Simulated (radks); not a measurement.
Question: These are the eigenvalues of the occupied orbitals of an atom or ion with whole-number occupations (hartree). Calculated with a radial shooting solver on a logarithmic mesh with Libxc functionals: scalar-relativistic Kohn-Sham, SOGGA, spin-unpolarised, spherical densities, finite nucleus; Fermi nuclear charge, rms radius of each element as measured or else 0.836 A^(1/3) + 0.57 fm.

| orbital | eigenvalue |
|---|---|
| 1s | -459.4272 |
| 2s | -59.25685 |
| 2p | -52.16474 |
| 3s | -8.07357 |
| 3p | -5.85581 |
| 3d | -2.19231 |
| 4s | -0.84463 |
| 4p | -0.42515 |
| 5p | -0.04506 |

Which element is it, and in what charge state? The configuration may be excited.

Answer: Z = 34, selenium, charge 0: Se in [Ar] 3d10 4s2 4p3 5p1. The list shows which subshells hold electrons but not how many an open one holds; the 1s level, -459.43 hartree, gives Z - s = 30.3 by -(Z - s)^2/2, which with screening and relativity narrows Z to a few neighbours, and the depths of the outer levels then fix element, charge and occupations together.
